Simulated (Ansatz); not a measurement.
Consider the substitution at a C–O bond: `C[O][Al]([F])[Cl]` + `BN[SiH2]Cl` → `BN(C)[SiH2]Cl` + `[OH][Al]([F])[Cl]`.

Isolated molecules relaxed with PBE0-D4/def2-TZVP in Ansatz; ΔE leaves out vibrations. CCSD(T)/CBS adds triple-zeta CCSD(T) − MP2 to the extrapolated MP2 energy (def2 sets, frozen cores). This one scheme is used for every species. DFT in def2-TZVPP. One conformer a species, not always the lowest.

`C[O][Al]([F])[Cl]`:

Z-matrix (Å, degrees):
```
C
O 1 1.402
H 1 1.096 2 112.4
H 1 1.094 2 109.7 3 -120.6
H 1 1.094 2 109.7 3 120.6
Al 2 1.663 1 136.1 3 -0.2
Cl 6 2.077 2 121.9 1 -0.2
F 6 1.635 2 119.1 1 179.9
```

`BN[SiH2]Cl`:

Cartesian coordinates in Å:
```
B 0.224 0.961 1.235
N 0.450 -0.187 0.462
Si -0.434 -0.638 -0.954
Cl 0.689 -0.347 -2.651
H -0.658 1.705 0.917
H 0.907 1.172 2.195
H 1.208 -0.793 0.745
H -0.749 -2.084 -0.914
H -1.637 0.211 -1.035
```

`BN(C)[SiH2]Cl`:

Cartesian coordinates in Å:
```
B -0.110 -0.255 1.635
N 0.082 -0.039 0.266
C 1.324 -0.408 -0.409
Si -1.160 0.681 -0.708
Cl -1.805 -0.661 -2.129
H 0.776 -0.734 2.283
H -1.156 0.049 2.131
H 2.037 -0.789 0.322
H 1.768 0.455 -0.914
H 1.145 -1.183 -1.160
H -0.598 1.827 -1.460
H -2.302 1.058 0.144
```

`[OH][Al]([F])[Cl]`:

Cartesian coordinates in Å:
```
O 0.920 -0.633 -0.664
Al -0.157 0.419 0.073
F -0.020 2.016 -0.243
Cl -1.649 -0.223 1.365
H 0.906 -1.579 -0.531
```

| level | ΔE (kJ/mol) |
| --- | --- |
| PBE-QIDH | -27.6 |
| revPBE | -20.4 |
| BHLYP | -15.8 |
| CCSD(T)/def2-SVP | -21.4 |
| HF/def2-TZVPP | -7.8 |
| SCS-MP2/def2-TZVPP | -27.4 |
| HF/CBS(def2) | -7.6 |
| MP2/CBS(def2) | -34.2 |

Task: What does CCSD(T)/CBS give? (An estimate is asked.)

Result: The calculation gave: -29.4 kJ/mol. The listed levels differ from it by 1.8, 9.0, 13.6, 8.0, 21.6, 2.0, 21.8, -4.8 kJ/mol.

Largest T1 diagnostic among the species: 0.011.

In def2-TZVPP, CCSD(T) changes the Hartree–Fock value by −20.5 kJ/mol (the triples alone add −2.8 kJ/mol) and MP2 by −25.3 kJ/mol. Leaving LDA and LC-ωPBE aside and taking each functional with its dispersion term where it has one, the values, not all of them listed here, spread over 10.8 kJ/mol, from revPBE-D4 to BHLYP-D4. LDA lies −8.6 kJ/mol from PBE without D4.
